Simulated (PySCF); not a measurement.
SnF4, SMILES [Sn]([F])([F])([F])[F].

Geometry optimised at PBE0-D3(BJ)/def2-SVP. The isomer is the one that the SMILES or the coordinates give; other isomers of the formula were not compared. The def2 effective core potentials stand for the cores of Sn; spin–orbit coupling is left out.

These are PySCF 2.14.0 with TDDFT-PBE/def2-SVPD values and carry that method's errors.

Vertical excitations; the highest root listed may be one member of a degenerate set.  State labels are in the subgroup D2.

```tsv
state	symmetry	energy (eV)	λ (nm)	f	main pairs
S1	B1	5.40	229	0.000	HOMO−2→LUMO (degenerate set)
S2	B2	5.40	229	0.000	HOMO−1→LUMO (degenerate set)
S3	B3	5.40	229	0.000	HOMO→LUMO (degenerate set)
S4	A	5.64	220	0.000	HOMO−7→LUMO, HOMO−6→LUMO (degenerate set)
S5	A	5.64	220	0.000	HOMO−6→LUMO, HOMO−7→LUMO (degenerate set)
S6	B3	5.82	213	0.052	HOMO−3→LUMO (degenerate set)
S7	B2	5.82	213	0.052	HOMO−4→LUMO (degenerate set)
S8	B1	5.82	213	0.052	HOMO−5→LUMO (degenerate set)
S9	B2	7.68	161	0.071	HOMO−9→LUMO (degenerate set)
S10	B3	7.68	161	0.071	HOMO−8→LUMO (degenerate set)
T1	B1	5.07	244	0	HOMO−2→LUMO (degenerate set)
T2	B2	5.07	244	0	HOMO−1→LUMO (degenerate set)
T3	B3	5.07	244	0	HOMO→LUMO (degenerate set)
T4	B3	5.22	238	0	HOMO−3→LUMO 99 %
```
Triplets are in the Tamm–Dancoff approximation, which puts them higher than full response would, so one can lie above its singlet here.
